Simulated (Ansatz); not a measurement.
C2H7ClOSi (`CC(Cl)[SiH2]O`), 12 atoms. The species carries charge 0 and has multiplicity 1. All runs use 4 threads of an Arm Neoverse V2 on a shared host. Correlated methods freeze the cores.

Task: How many basis functions does each run have, and how long does it take in Ansatz? RKS r2SCAN-D4/def2-TZVPP energy and forces; RKS BLYP-D4/def2-TZVPP energy; RKS ωB97M-V/def2-QZVPP energy; RKS r2SCANh-D4/def2-TZVPP energy; RKS PBE0-D4/def2-QZVPP energy; RKS ωB97X-V/def2-TZVPP energy; RKS PBE0-D4/def2-TZVP relaxation (9 steps); RHF-MP2/def2-QZVPP energy; RHF-CCSD(T)/def2-TZVPP energy; RKS ωB97M-V/def2-SVP energy; RHF-CCSD(T)/def2-SVP energy; direct RPA on PBE orbitals/def2-TZVPP energy. (An estimate is asked.)

Result: The calculation gave: Other jobs shared the machine, so times are rough.

```
                                level                   job  functions  wall time  peak host memory (GiB)
               RKS BLYP-D4/def2-TZVPP                energy        275      2.3 s                     0.4
                 RKS ωB97M-V/def2-SVP                energy        113      4.8 s                    0.55
                 RHF-CCSD(T)/def2-SVP                energy        113      5.5 s                    0.56
             RKS r2SCAN-D4/def2-TZVPP     energy and forces        275      5.5 s                    0.43
            RKS r2SCANh-D4/def2-TZVPP                energy        275        6 s                     0.8
direct RPA on PBE orbitals/def2-TZVPP                energy        275      7.5 s                    0.71
               RKS ωB97X-V/def2-TZVPP                energy        275      8.5 s                    0.94
               RKS PBE0-D4/def2-QZVPP                energy        521       12 s                     2.1
               RKS ωB97M-V/def2-QZVPP                energy        521       27 s                     2.6
                   RHF-MP2/def2-QZVPP                energy        521       33 s                     3.7
                RKS PBE0-D4/def2-TZVP  relaxation (9 steps)        209       33 s                    0.59
               RHF-CCSD(T)/def2-TZVPP                energy        275    3.4 min                     7.4
```
